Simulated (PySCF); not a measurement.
O3S, charge +1, doublet, geometry from GFN2-xTB (a state made from the parent by changing its charge; the spin is typed, not shown lowest); B3LYP/def2-SVP (PySCF).

PySCF was given this input:
```python
from pyscf import gto, scf, dft

mol = gto.Mole()
mol.atom = '''
O 
S  1 1.421578
O  2 1.421578 1 120.000000
O  2 1.421578 3 120.000000 1 -180.000000
'''
mol.basis = 'def2-svp'
mol.charge = 1
mol.spin = 1
mol.verbose = 4
mol.build()

mf = dft.UKS(mol)
mf.xc = 'b3lyp'
mf.kernel()
mf.analyze()
```

What the program printed (banner, timings and long lists left out):

```
PySCF version 2.14.0

[INPUT] verbose = 4
[INPUT] num. atoms = 4
[INPUT] num. electrons = 39
[INPUT] charge = 1
[INPUT] spin (= nelec alpha-beta = 2S) = 1
[INPUT] symmetry False subgroup None
[INPUT] Mole.unit = angstrom
[INPUT] Symbol           X                Y                Z      unit          X                Y                Z       unit  Magmom
[...]
nuclear repulsion = 184.206568465906
number of shells = 26
number of NR pGTOs = 108
number of NR cGTOs = 60
basis = def2-svp
ecp = {}

******** <class 'pyscf.dft.uks.UKS'> ********
method = UKS
initial guess = minao
damping factor = 0
level_shift factor = 0
DIIS = <class 'pyscf.scf.diis.CDIIS'>
diis_start_cycle = 1
diis_space = 8
diis_damp = 0
SCF conv_tol = 1e-09
SCF conv_tol_grad = None
SCF max_cycles = 50
direct_scf = True
direct_scf_tol = 1e-13
number electrons alpha = 20  beta = 19
XC library pyscf.dft.libxc version 7.1.2
    S. Lehtola, C. Steigemann, M. J. T. Oliveira, and M. A. L. Marques,  SoftwareX 7, 1–5 (2018)
XC functionals = b3lyp
    P. J. Stephens, F. J. Devlin, C. F. Chabalowski, and M. J. Frisch,  J. Phys. Chem. 98, 11623 (1994)
radial grids:
    Treutler-Ahlrichs [JCP 102, 346 (1995); DOI:10.1063/1.469408] (M4) radial grids

becke partition: Becke, JCP 88, 2547 (1988); DOI:10.1063/1.454033
pruning grids: <function nwchem_prune>
grids dens level: 3
symmetrized grids: False
atomic radii adjust function: <function treutler_atomic_radii_adjust>
small_rho_cutoff = 0
Set gradient conv threshold to 3.16228e-05
tot grids = 61128
init E= -624.67762446811

cycle= 1 E= -622.772102934406  delta_E= 1.91  |g|= 0.733  |ddm|= 2.07
cycle= 2 E= -622.340793126143  delta_E= 0.431  |g|= 1.32  |ddm|= 1.72
cycle= 3 E= -623.001599288817  delta_E= -0.661  |g|= 0.0352  |ddm|= 1.07
cycle= 4 E= -623.002108297153  delta_E= -0.000509  |g|= 0.0159  |ddm|= 0.048
cycle= 5 E= -623.002215057206  delta_E= -0.000107  |g|= 0.0019  |ddm|= 0.0135
cycle= 6 E= -623.002220188161  delta_E= -5.13e-06  |g|= 0.000799  |ddm|= 0.00462
cycle= 7 E= -623.00221958354  delta_E= 6.05e-07  |g|= 0.00152  |ddm|= 0.00153
cycle= 8 E= -623.002220566493  delta_E= -9.83e-07  |g|= 9.83e-05  |ddm|= 0.00108
cycle= 9 E= -623.002220578596  delta_E= -1.21e-08  |g|= 1.77e-05  |ddm|= 0.000201
cycle= 10 E= -623.002220579118  delta_E= -5.22e-10  |g|= 1.69e-06  |ddm|= 5.01e-05
Extra cycle  E= -623.002220579122  delta_E= -3.64e-12  |g|= 1.52e-06  |ddm|= 2.67e-06
converged SCF energy = -623.002220579122  <S^2> = 0.76076524  2S+1 = 2.0107364
**** SCF Summaries ****
Total Energy =                        -623.002220579121627
Nuclear Repulsion Energy =             184.206568465906258
One-electron Energy =                -1210.340654701310086
Two-electron Energy =                  403.131865656282230
Two-electron Coulomb Energy =          454.220568976883385
DFT Exchange-Correlation Energy =      -51.088703320601141
**** MO energy ****
                             alpha | beta                alpha | beta
[...]
To work with the spin densities directly, `use mulliken_meta_spin()` only printing them here.

 ** Mulliken spin pop alpha/beta on meta-lowdin orthogonal AOs **
 ** Mulliken Spin Density (per AO)  **
spin_pop of  0 O 1s       -0.00000
spin_pop of  0 O 2s        0.00174
spin_pop of  0 O 3s       -0.00057
spin_pop of  0 O 2px      -0.00133
spin_pop of  0 O 2py       0.00816
spin_pop of  0 O 2pz       0.36218
spin_pop of  0 O 3px       0.00025
spin_pop of  0 O 3py       0.00004
spin_pop of  0 O 3pz       0.00085
spin_pop of  0 O 3dxy     -0.00003
spin_pop of  0 O 3dyz     -0.00000
spin_pop of  0 O 3dz^2    -0.00011
spin_pop of  0 O 3dxz      0.00020
spin_pop of  0 O 3dx2-y2   -0.00005
spin_pop of  1 S 1s       -0.00000
spin_pop of  1 S 2s       -0.00000
spin_pop of  1 S 3s       -0.00837
spin_pop of  1 S 4s       -0.00007
spin_pop of  1 S 2px      -0.00000
spin_pop of  1 S 2py      -0.00000
spin_pop of  1 S 2pz      -0.00000
spin_pop of  1 S 3px      -0.03273
spin_pop of  1 S 3py      -0.02118
spin_pop of  1 S 3pz      -0.03273
spin_pop of  1 S 4px      -0.00089
spin_pop of  1 S 4py      -0.00022
spin_pop of  1 S 4pz      -0.00089
spin_pop of  1 S 3dxy     -0.00156
spin_pop of  1 S 3dyz     -0.00156
spin_pop of  1 S 3dz^2    -0.00515
spin_pop of  1 S 3dxz     -0.00681
spin_pop of  1 S 3dx2-y2   -0.00182
spin_pop of  2 O 1s       -0.00000
spin_pop of  2 O 2s        0.00174
spin_pop of  2 O 3s       -0.00057
spin_pop of  2 O 2px       0.27131
spin_pop of  2 O 2py       0.00816
spin_pop of  2 O 2pz       0.08955
spin_pop of  2 O 3px       0.00070
spin_pop of  2 O 3py       0.00004
spin_pop of  2 O 3pz       0.00040
spin_pop of  2 O 3dxy     -0.00001
spin_pop of  2 O 3dyz     -0.00002
spin_pop of  2 O 3dz^2     0.00007
spin_pop of  2 O 3dxz     -0.00010
spin_pop of  2 O 3dx2-y2    0.00006
spin_pop of  3 O 1s       -0.00000
spin_pop of  3 O 2s        0.00174
spin_pop of  3 O 3s       -0.00057
spin_pop of  3 O 2px       0.27131
spin_pop of  3 O 2py       0.00816
spin_pop of  3 O 2pz       0.08955
spin_pop of  3 O 3px       0.00070
spin_pop of  3 O 3py       0.00004
spin_pop of  3 O 3pz       0.00040
spin_pop of  3 O 3dxy     -0.00001
spin_pop of  3 O 3dyz     -0.00002
spin_pop of  3 O 3dz^2     0.00007
spin_pop of  3 O 3dxz     -0.00010
spin_pop of  3 O 3dx2-y2    0.00006
 ** Mulliken Spin Density (per atom)  **
spin density of  0 O =      0.37133
spin density of  1 S =     -0.11399
spin density of  2 O =      0.37133
spin density of  3 O =      0.37133
 ** Mulliken pop alpha/beta on meta-lowdin orthogonal AOs **
 ** Mulliken pop       alpha | beta **
In total            20.00000 | 19.00000
 ** Mulliken atomic charges   ( Nelec_alpha | Nelec_beta ) **
charge of  0O =     -0.35195  (     4.36164      3.99031 )
charge of  1S =      2.05583  (     6.91509      7.02908 )
charge of  2O =     -0.35194  (     4.36164      3.99031 )
charge of  3O =     -0.35194  (     4.36164      3.99031 )

WARN: System has nonzero charge 1; the dipole moment is origin-dependent.
Location of origin: [0. 0. 0.]

Dipole moment(X, Y, Z, Debye):  6.82814, -0.00000, -0.00000
```
